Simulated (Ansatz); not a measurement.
Molecule: C$_{7}$H$_{11}$, charge 0, multiplicity 2. It need not be the lowest isomer of its formula. SMILES: C=C1C[CH]CCC1
Coordinates optimised at B3LYP-D3(BJ)/def2-TZVP (Ansatz, a program for electronic structure):
```xyz
18

C      2.2426    -0.0057     0.7304
C      1.0982    -0.0168     0.0563
C      0.4037    -1.2979    -0.3462
C     -1.0503    -1.2732    -0.0070
C     -1.8300    -0.0288    -0.2468
C     -1.0701     1.2226     0.2174
C      0.3622     1.2348    -0.3344
H      2.7232     0.9235     1.0127
H      2.7400    -0.9234     1.0206
H      0.9001    -2.1612     0.0998
H      0.5196    -1.4104    -1.4413
H     -1.5637    -2.2065     0.1840
H     -2.0342     0.0803    -1.3271
H     -2.8076    -0.0850     0.2370
H     -1.0290     1.2354     1.3098
H     -1.6017     2.1231    -0.0989
H      0.3136     1.2964    -1.4294
H      0.9021     2.1166     0.0143
```
Charge 0, spin multiplicity 2.

Parts of the frozen-core correlation energy in cc-pVTZ (Ansatz, hartree). Frozen orbitals: 7; correlated occupied orbitals by spin: 20 and 19; virtual: 337 and 338. UHF or UKS for open shells. No spin-orbit coupling. Non-relativistic.

| term | value |
|---|---|
| reference (HF) | -271.51727 |
| MP2 opposite-spin | -0.87819 |
| MP2 same-spin | -0.26651 |
| CCSD correlation | -1.20835 |
| (T) | -0.05310 |
| T1 diagnostic | 0.012 |
| largest doubles amplitude | 0.053 |
| <S^2> of the reference | 0.770 |
